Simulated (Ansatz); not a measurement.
## A barrier at the coupled-cluster level

Start structure (GaH$_{5}$SO$_{2}$, singlet), relaxed at PBE0-D4/def2-TZVP:

```
9
angstrom
Ga -0.5814 -1.0961 -0.0876
S 1.5393 -1.5556 0.5460
H -0.8074 -1.2529 -1.6229
H -1.6626 -1.0980 1.0385
H 0.9981 0.8772 -0.0332
O 0.0344 1.0288 0.0108
O -0.2485 1.8866 -1.0891
H 1.3019 -1.4608 1.8640
H -0.5737 2.6706 -0.6265
```

The step: GaH₃S ([SH][GaH2]) + H₂O₂ ([OH][OH]) → GaH₃O₂ ([OH][O][GaH2]) + H₂S (still joined by a long Ga–S bond); bonds formed: S2–H5; dative contacts that become bonds: Ga1–O6; bonds broken: H5–O6; bonds weakened to dative contacts: Ga1–S2. Program: Ansatz 0.2.0. Basis: def2-TZVPP and def2-QZVPP. Cores are frozen in the correlated methods. Filled d shells of the heavier atoms are correlated. The def2 sets are not built for correlating such inner shells, so the correlated values are less sure here. Extrapolation: Hartree–Fock as exp(−7.88 √X), correlation as X^−2.97. Energies below are by CCSD(T) at an estimated basis limit (MP2 extrapolated from triple and quadruple zeta, plus CCSD(T) − MP2 in triple zeta).

Question: What are the electronic barrier and the energy of the step, from the start structure to the end structure? (Judge from chemistry; the value comes from the calculation.)

Answer: The calculation gives: Barrier 67.8 kJ/mol; step energy 35.4 kJ/mol (uphill); reverse barrier, their difference, 32.4 kJ/mol. Barrier and step energy count from the start structure, the reverse barrier from the end structure.

The saddle point: One imaginary mode of 466i cm⁻¹.
```
  pair  start (Å)  saddle (Å)  end (Å)
Ga1–O6       2.21        1.94     1.86
 S2–H5       2.56        1.48     1.36
Ga1–S2       2.26        2.51     2.59
 H5–O6       0.98        1.49     2.53
```

Zero-point energy (harmonic, PBE0-D4): ZPE is 137.6 kJ/mol at the start and 124.0 kJ/mol at the saddle, so the barrier goes from 67.8 to 54.2 kJ/mol.

The T1 diagnostic stays at or below 0.015.

Labels in which every atom is bracketed show which atoms are joined, not bond orders.

For scale, one of the runs: CCSD(T)/def2-TZVPP, 222 basis functions, launched by `ansatz run in.yaml --threads 4 --pin off --events-out ev --progress --plain --max-ram 9574MiB`. Time: 110 s of wall clock on 4 CPU threads of an Arm Neoverse V2; the host was shared. Peak host memory: 3.5 GiB.
